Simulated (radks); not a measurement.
Question: Ionisation ladder of silicon, from Si I to Si XIV. Each ion is in the ground configuration listed by NIST, and IE = E(next ion) - E(this ion), with E = 0 for the bare nucleus. All-electron calculation, scalar-relativistic Kohn-Sham, PBE, spin-polarised, spherical densities, finite nucleus; open shells are filled with parallel spins first; Fermi nuclear charge, rms radius 3.1224 fm. Program: a radial shooting solver on a logarithmic mesh with Libxc functionals.

species  configuration  IE, Delta-SCF (eV)  <r> HOMO (bohr)
Si I      [Ne] 3s2 3p2                   ?             2.75
Si II     [Ne] 3s2 3p1              16.266             2.44
Si III        [Ne] 3s2                   ?             1.95
Si IV         [Ne] 3s1                   ?             1.84
Si V              [Ne]              167.14            0.531
Si VI     [He] 2s2 2p5                   ?            0.509
Si VII    [He] 2s2 2p4              246.03            0.489
Si VIII   [He] 2s2 2p3              304.61            0.462
Si IX     [He] 2s2 2p2              352.36            0.446
Si X      [He] 2s2 2p1              401.32            0.431
Si XI         [He] 2s2              473.91            0.479
Si XII        [He] 2s1              524.65            0.469
Si XIII           [He]              2436.8            0.110
Si XIV             1s1              2671.4            0.107

Estimate the withheld Delta-SCF values.

Answer: Si I: 8.264 eV (NIST 8.152); Si III: 33.451 eV (NIST 33.493); Si IV: 45.673 eV (NIST 45.142); Si VI: 205.77 eV (NIST 205.28).
